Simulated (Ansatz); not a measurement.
Geometry optimisation, RKS PBE-D4/def2-SVP in Ansatz 0.2.0.

Input:

```yaml
crystal:
  periodic: [false, false, false]
  atoms:
    - { symbol: Al, position_ang: [0.018008, -0.490517, -0.452945] }
    - { symbol: F, position_ang: [0.021308, 0.057454, 2.367695] }
    - { symbol: H, position_ang: [1.431228, 0.157304, -0.765531] }
    - { symbol: H, position_ang: [-1.42263, 0.080955, -0.791661] }
    - { symbol: Br, position_ang: [0.077368, -2.695965, 0.457922] }
    - { symbol: H, position_ang: [0.040418, -0.866631, 2.503421] }
basis:
  gaussian: { orbitals: def2-SVP }
hamiltonian:
  xc: pbe
  dispersion: d4
relax:
  f_tol: 0.03
  max_steps: 50
output:
  orbitals: {}
```

Launched with:

```bash
$ ansatz run input.yaml --threads 1 --pin off --max-ram 2048MiB --backend cpu --events-out ev --progress --plain --runs-dir out
```

**Question.** Where does it end, and by what steps?

**Answer.** The run converged. After 8 steps the energy has fallen by 0.512 eV; H6 moved furthest, 0.51 Å. Joined: Al1–F2 (2.87 → 2.00 Å).

```json
{"step": "0", "energy less start (eV)": "0.0000", "largest force component (eV/Å)": "0.825", "accepted": "yes"}
{"step": "1", "energy less start (eV)": "-0.2009", "largest force component (eV/Å)": "0.520", "accepted": "yes"}
{"step": "2", "energy less start (eV)": "-0.3863", "largest force component (eV/Å)": "0.577", "accepted": "yes"}
{"step": "3", "energy less start (eV)": "-0.4414", "largest force component (eV/Å)": "0.822", "accepted": "yes"}
{"step": "4", "energy less start (eV)": "-0.4892", "largest force component (eV/Å)": "0.429", "accepted": "yes"}
{"step": "5", "energy less start (eV)": "-0.5055", "largest force component (eV/Å)": "0.123", "accepted": "yes"}
{"step": "6", "energy less start (eV)": "-0.5070", "largest force component (eV/Å)": "0.171", "accepted": "yes"}
{"step": "7", "energy less start (eV)": "-0.5115", "largest force component (eV/Å)": "0.065", "accepted": "yes"}
{"step": "8", "energy less start (eV)": "-0.5118", "largest force component (eV/Å)": "0.013", "accepted": "yes"}
```

```xyz
6
Properties=species:S:1:pos:R:3
Al 0.021 -0.366 -0.093
F 0.011 -0.007 1.878
H 1.432 0.156 -0.603
H -1.414 0.083 -0.604
Br 0.079 -2.618 0.729
H 0.037 -1.005 2.012
```

Run time: 7 s on 1 thread of AMD EPYC 9B45 (Zen 5), with other jobs on the host, peak memory 0.16 GiB.
